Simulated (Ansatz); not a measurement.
Reaction (substitution at a C–Al bond): `[CH3][Al]([SH])[SH]` + `N[SiH](O)S` → `CS[SiH](N)O` + `[SH][AlH][SH]`

Computed with Ansatz on PBE0-D4/def2-TZVP structures; ΔE is electronic, products minus reactants. CCSD(T)/CBS is the MP2 limit (def2-TZVPP, def2-QZVPP) plus CCSD(T) − MP2 in def2-TZVPP, frozen cores. This one scheme is used for every species. DFT in def2-TZVPP. B3LYP here is the variant with VWN-RPA as its local correlation; programs differ in this. One conformer a species, not always the lowest.

```csv
level,ΔE (kJ/mol),difference from CCSD(T)/CBS
PBE-D4,59.3,-2.1
r2SCAN-D4,63.6,2.2
PBE0-D4,60.4,-1.0
B3LYP-D4,59.3,-2.1
ωB97X-V,58.3,-3.1
ωB97M-V,62.5,1.1
B2PLYP,61.8,0.4
PBE,60.4,-1.0
r2SCAN,63.8,2.4
PBE0,61.3,-0.1
B3LYP,61.2,-0.2
HF/def2-TZVPP,57.1,-4.3
MP2/def2-TZVPP,63.7,2.3
SCS-MP2/def2-TZVPP,60.2,-1.2
CCSD/def2-TZVPP,63.0,1.6
CCSD(T)/def2-TZVPP,62.6,1.2
HF/def2-QZVPP,57.0,-4.4
MP2/def2-QZVPP,63.0,1.6
SCS-MP2/def2-QZVPP,59.6,-1.8
HF/CBS(def2),57.0,-4.4
MP2/CBS(def2),62.5,1.1
CCSD/CBS(def2),61.8,0.4
CCSD(T)/CBS,61.4,0
```

Largest T1 diagnostic among the species: 0.011.

In def2-TZVPP, CCSD(T) changes the Hartree–Fock value by +5.5 kJ/mol (the triples alone add −0.4 kJ/mol) and MP2 by +6.7 kJ/mol.
